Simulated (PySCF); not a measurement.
C5H5, SMILES C1[CH]C=CC=1 (connectivity only; charge and spin as stated), charge +1, multiplicity 1. Geometry: B3LYP-D3(BJ)/def2-SVP. The multiplicity is an assumed one; no other spin state was optimised. The isomer is the one that the SMILES or the coordinates give; other isomers of the formula were not compared.

Method: B3LYP-D3(BJ)/def2-SVP (PySCF).

Harmonic wavenumbers (cm⁻¹): 273, 343, 494, 694, 796, 812, 855, 966, 972, 1000, 1051, 1060, 1094, 1135, 1277, 1289, 1341, 1587, 1622, 3193, 3232, 3236, 3262, 3266. Rotational constants (GHz): 9.474, 7.964, 4.327; symmetry number 2.

Problem. Work out the zero-point energy and the ideal-gas rigid-rotor harmonic-oscillator thermochemistry at 298.15 K and 1 atm.

Solution. ZPE = ½ Σ hcν = ½ × 34851 cm⁻¹ = 208.45 kJ/mol. H − E(el) = 222.71 kJ/mol. Entropy in J/(mol K): translation 160.83, rotation 96.34, vibration 20.95, total 278.12. G − E(el) = 139.79 kJ/mol. Cp = 75.91 J/(mol K).
